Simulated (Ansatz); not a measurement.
Correlation energies of C2H6S2Si, SMILES `C1[SiH2]SCS1` by basis set

Cartesian coordinates in Å:
```
C 1.128 0.531 -0.157
Si -0.279 0.933 1.030
S -1.693 -0.596 0.559
C -0.730 -1.313 -0.822
S 0.359 -0.145 -1.637
H 1.660 1.438 -0.453
H 1.849 -0.168 0.276
H -0.828 2.288 0.769
H 0.140 0.859 2.454
H -0.166 -2.168 -0.446
H -1.440 -1.660 -1.574
```

The species carries charge 0 and has multiplicity 1. The structure was optimised at the PBE0-D4/def2-TZVP level. Frozen core, restricted reference, Ansatz 0.2.0. CBS rows extrapolate triple and quadruple zeta; past MP2 they add the triple-zeta difference.

| basis | HF (Eh) | MP2 corr. | CCSD corr. | (T) | CCSD(T) total |
| --- | --- | --- | --- | --- | --- |
| def2-TZVPP | ? | -0.81216 | -0.86996 | ? | ? |
| def2-QZVPP | -1163.34687 | -0.87505 | – | – | – |
| CBS(def2) | ? | ? | -0.97943 | as TZ | ? |

Fill in the withheld values. (Estimate.)

Ansatz gave: def2-TZVPP HF (Eh): -1163.31184; def2-TZVPP (T): -0.04184; def2-TZVPP CCSD(T) total: -1164.22364; CBS(def2) HF (Eh): -1163.35169; CBS(def2) MP2 corr.: -0.92163; CBS(def2) CCSD(T) total: -1164.37296.
